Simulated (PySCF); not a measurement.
**Shieldings and the share of exact exchange**

Molecule: `[SiH3]C[BH2-][PH3+]`, CH$_{10}$BPSi.

Bonds (- single, = double, # triple, : aromatic): Si1-C2 1.877 Å, C2-B3 1.618 Å, B3-P4 1.951 Å. Si1 carries H5, H6, H7; C2 carries H8, H9; B3 carries H10, H11; P4 carries H12, H13, H14. Formal charges: B3 -1, P4 +1.

GIAO shieldings (ppm, equivalent atoms averaged) in PySCF on the PBE0-D3(BJ)/def2-SVP geometry, basis pcSseg-2, gas phase, non-relativistic:

| functional | exact exchange (%) | σ(Si1) |
| --- | --- | --- |
| BLYP | 0 | 374.9 |
| BP86 | 0 | 385.1 |
| PBE | 0 | 387.0 |
| B3LYP | 20 | 386.5 |
| PBE0 | 25 | 401.0 |
| BHandHLYP | 50 | 403.6 |
| HF | 100 | 434.8 |

**Question.** Fit each shielding as a line in the percentage of exact exchange.

**Answer.** σ(Si1) = 381.8 + 0.52 x (rms 5.0 ppm). The functionals also differ in their semilocal parts, which the line can't hold; Hartree–Fock has no correlation at all.

**Question.** What does the line predict for mPW1PW91 (25 %), and what does the run give?

**Answer.** σ(Si1): 394.8 predicted, 399.2 computed ppm.
